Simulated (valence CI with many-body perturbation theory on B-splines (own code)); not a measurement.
**Ag14+: calculated level list**

Method: configuration interaction combined with many-body perturbation theory (CI+MBPT): five valence electrons over a frozen Dirac-Fock core [Ar] 3d10, radial functions for each j: 9 s, 9 p, 8 d, 6 f, 3 g, 1 h, with the one-electron correlation potential Σ1, the two-electron term Σ2, the three-electron term Σ3, Breit, model QED; selected CI, second order for the rest (own B-spline code, finite nucleus).

No measured spectrum was set against this ion. As an estimate, levels hold to about 250 cm⁻¹ or 0.2 % of their energy and the worst to 1 %, as in measured heavy ions of charge 2 to 7; those with d or f electrons hold less well. Among the levels kept, up to 340 cm⁻¹ of a level comes from second order outside the variational space, and about a tenth of that is noise between levels of different J, which matters for small intervals.

Levels 1 to 45 of 48, with energies above the lowest level, 4s2.4p3 4S°_3/2. "Leading %" is the weight of the configuration and term that name the level; weights of strongly mixed levels are sums over their largest components and can fall short. In the jj column 3d3/2^4 stands for four electrons in 3d with j = 3/2.

| No. | Configuration | Term | J | E (cm⁻¹) | Leading % | g | Second component | Leading jj |
| --- | --- | --- | --- | --- | --- | --- | --- | --- |
| 1 | 4s2.4p3 | 4S° | 3/2 | 0 | 61 | 1.686 | 25 % 4s2.4p3 2P° | 4s^2 4p1/2^2 4p3/2 (82 %) |
| 2 | 4s2.4p3 | 2D° | 3/2 | 45233 | 60 | 1.198 | 28 % 4s2.4p3 4S° | 4s^2 4p1/2 4p3/2^2 (84 %) |
| 3 | 4s2.4p3 | 2D° | 5/2 | 61502 | 98 | 1.199 |  | 4s^2 4p1/2 4p3/2^2 (98 %) |
| 4 | 4s2.4p3 | 2P° | 1/2 | 87016 | 97 | 0.664 |  | 4s^2 4p1/2 4p3/2^2 (97 %) |
| 5 | 4s2.4p3 | 2P° | 3/2 | 127330 | 63 | 1.250 | 26 % 4s2.4p3 2D° | 4s^2 4p3/2^3 (93 %) |
| 6 | 4s.4p4 | 4P | 5/2 | 327300 | 85 | 1.564 | 8 % 4s.4p4 2D | 4s 4p1/2^2 4p3/2^2 (84 %) |
| 7 | 4s.4p4 | 4P | 3/2 | 359150 | 80 | 1.635 | 8 % 4s.4p4 2D | 4s 4p1/2 4p3/2^3 (56 %) |
| 8 | 4s.4p4 | 4P | 1/2 | 364810 | 77 | 2.555 | 15 % 4s.4p4 2S | 4s 4p1/2^2 4p3/2^2 (55 %) |
| 9 | 4s.4p4 | 2D | 3/2 | 404370 | 66 | 0.966 | 11 % 4s.4p4 4P | 4s 4p1/2 4p3/2^3 (53 %) |
| 10 | 4s.4p4 | 2D | 5/2 | 418030 | 78 | 1.235 | 10 % 4s2.4p2.4d 2D | 4s 4p1/2 4p3/2^3 (79 %) |
| 11 | 4s.4p4 | 2S | 1/2 | 455320 | 43 | 1.531 | 31 % 4s.4p4 2P | 4s 4p1/2 4p3/2^3 (41 %) |
| 12 | 4s.4p4 | 2P | 3/2 | 463580 | 57 | 1.253 | 24 % 4s2.4p2.4d 2P | 4s 4p1/2 4p3/2^3 (59 %) |
| 13 | 4s2.4p2.4d | 4F | 3/2 | 496100 | 70 | 0.582 | 10 % 4s2.4p2.4d 4D | 4s^2 4p1/2^2 4d3/2 (71 %) |
| 14 | 4s2.4p2.4d | 4F | 5/2 | 510590 | 54 | 1.136 | 26 % 4s2.4p2.4d 4D | 4s^2 4p1/2^2 4d5/2 (61 %) |
| 15 | 4s.4p4 | 2P | 1/2 | 512550 | 33 | 1.165 | 29 % 4s.4p4 2S | 4s 4p3/2^4 (54 %) |
| 16 | 4s2.4p2.4d | 2F | 5/2 | 531140 | 64 | 0.947 | 25 % 4s2.4p2.4d 4F | 4s^2 4p1/2 4p3/2 4d3/2 (85 %) |
| 17 | 4s2.4p2.4d | 4F | 7/2 | 536880 | 79 | 1.246 | 13 % 4s2.4p2.4d 4D | 4s^2 4p1/2 4p3/2 4d5/2 (72 %) |
| 18 | 4s2.4p2.4d | 4D | 1/2 | 540510 | 84 | 0.129 | 9 % 4s.4p4 2P | 4s^2 4p1/2 4p3/2 4d3/2 (75 %) |
| 19 | 4s2.4p2.4d | 4D | 3/2 | 541850 | 64 | 1.071 | 18 % 4s2.4p2.4d 4F | 4s^2 4p1/2 4p3/2 4d3/2 (70 %) |
| 20 | 4s2.4p2.4d | 2F | 7/2 | 543340 | 50 | 1.232 | 38 % 4s2.4p2.4d 4D | 4s^2 4p1/2 4p3/2 4d3/2 (48 %) |
| 21 | 4s2.4p2.4d | 4F | 9/2 | 553790 | 72 | 1.275 | 26 % 4s2.4p2.4d 2G | 4s^2 4p1/2 4p3/2 4d5/2 (82 %) |
| 22 | 4s2.4p2.4d | 4D | 5/2 | 559990 | 48 | 1.193 | 26 % 4s2.4p2.4d 2F | 4s^2 4p1/2 4p3/2 4d5/2 (68 %) |
| 23 | 4s2.4p2.4d | 2P | 3/2 | 574550 | 55 | 1.253 | 17 % 4s.4p4 2P | 4s^2 4p1/2 4p3/2 4d5/2 (62 %) |
| 24 | 4s2.4p2.4d | 2G | 7/2 | 586440 | 51 | 1.090 | 23 % 4s2.4p2.4d 4D | 4s^2 4p1/2 4p3/2 4d5/2 (29 %) |
| 25 | 4s2.4p2.4d | 4P | 5/2 | 598550 | 66 | 1.496 | 16 % 4s2.4p2.4d 2D | 4s^2 4p1/2 4p3/2 4d5/2 (47 %) |
| 26 | 4s2.4p2.4d | 2F | 7/2 | 603670 | 44 | 1.137 | 29 % 4s2.4p2.4d 2G | 4s^2 4p3/2^2 4d5/2 (79 %) |
| 27 | 4s2.4p2.4d | 4P | 3/2 | 603740 | 50 | 1.429 | 22 % 4s2.4p2.4d 2P | 4s^2 4p1/2 4p3/2 4d3/2 (48 %) |
| 28 | 4s2.4p2.4d | 4P | 1/2 | 604570 | 41 | 1.814 | 30 % 4s2.4p2.4d 2P | 4s^2 4p1/2 4p3/2 4d3/2 (64 %) |
| 29 | 4s2.4p2.4d | 2G | 9/2 | 614240 | 72 | 1.169 | 26 % 4s2.4p2.4d 4F | 4s^2 4p3/2^2 4d5/2 (81 %) |
| 30 | 4s2.4p2.4d | 2D | 3/2 | 617680 | 68 | 0.985 | 17 % 4s2.4p2.4d 4P | 4s^2 4p1/2 4p3/2 4d5/2 (44 %) |
| 31 | 4s2.4p2.4d | 2P | 1/2 | 623060 | 42 | 1.299 | 30 % 4s2.4p2.4d 4P | 4s^2 4p3/2^2 4d3/2 (43 %) |
| 32 | 4s2.4p2.4d | 2D | 5/2 | 634640 | 74 | 1.161 | 14 % 4s2.4p2.4d 2F | 4s^2 4p1/2 4p3/2 4d5/2 (37 %) |
| 33 | 4s2.4p2.4d | 2D | 3/2 | 648380 | 63 | 0.989 | 14 % 4s2.4p2.4d 4P | 4s^2 4p3/2^2 4d3/2 (64 %) |
| 34 | 4s2.4p2.4d | 2P | 1/2 | 648810 | 76 | 0.948 | 16 % 4s2.4p2.4d 2S | 4s^2 4p1/2 4p3/2 4d5/2 (71 %) |
| 35 | 4s2.4p2.4d | 2F | 5/2 | 656990 | 42 | 1.094 | 31 % 4s2.4p2.4d 2D | 4s^2 4p3/2^2 4d3/2 (31 %) |
| 36 | 4s2.4p2.4d | 2D | 5/2 | 664030 | 82 | 1.188 | 7 % 4s2.4p2.4d 2F | 4s^2 4p3/2^2 4d5/2 (74 %) |
| 37 | 4s2.4p2.4d | 2F | 7/2 | 679340 | 91 | 1.133 | 4 % 4s2.4p2.4d 2G | 4s^2 4p3/2^2 4d3/2 (56 %) |
| 38 | 4s2.4p2.4d | 2S | 1/2 | 680980 | 55 | 1.892 | 16 % 4s2.4p2.4d 4P | 4s^2 4p3/2^2 4d5/2 (37 %) |
| 39 | 4s2.4p2.4d | 2P | 3/2 | 682800 | 69 | 1.243 | 14 % 4s2.4p2.4d 2D | 4s^2 4p3/2^2 4d5/2 (52 %) |
| 40 | 4s2.4p2.4d | 2D | 3/2 | 709190 | 87 | 0.854 | 5 % 4s2.4p2.4d 2P | 4s^2 4p3/2^2 4d3/2 (48 %) |
| 41 | 4s2.4p2.4d | 2D | 5/2 | 715730 | 59 | 1.095 | 34 % 4s2.4p2.4d 2F | 4s^2 4p3/2^2 4d5/2 (72 %) |
| 42 | 4p5 | 2P° | 3/2 | 744580 | 72 | 1.332 | 21 % 4s.4p3.4d 2P° | 4p1/2^2 4p3/2^3 (72 %) |
| 43 | 4s.4p3.4d | 6D° | 1/2 | 779940 | 90 | 3.232 | 7 % 4s.4p3.4d 4P° | 4s 4p1/2^2 4p3/2 4d3/2 (47 %) |
| 44 | 4s.4p3.4d | 6D° | 3/2 | 781170 | 90 | 1.818 | 5 % 4s.4p3.4d 4P° | 4s 4p1/2^2 4p3/2 4d3/2 (42 %) |
| 45 | 4s.4p3.4d | 6D° | 5/2 | 781980 | 86 | 1.605 | 5 % 4s.4p3.4d 4D° | 4s 4p1/2^2 4p3/2 4d3/2 (42 %) |

Names give the largest LS component (configuration and term), which can be under half, so a name can repeat, a term be missing and a line seem to break the LS rules; names also repeat where a configuration has a term twice.

The ionisation energy to 4s2.4p2 3P_0 of the next ion comes out as 348.88 eV (NIST: 347 ± 3 eV (theoretical)). All 48 levels together are meant to be complete up to 815050 cm⁻¹.
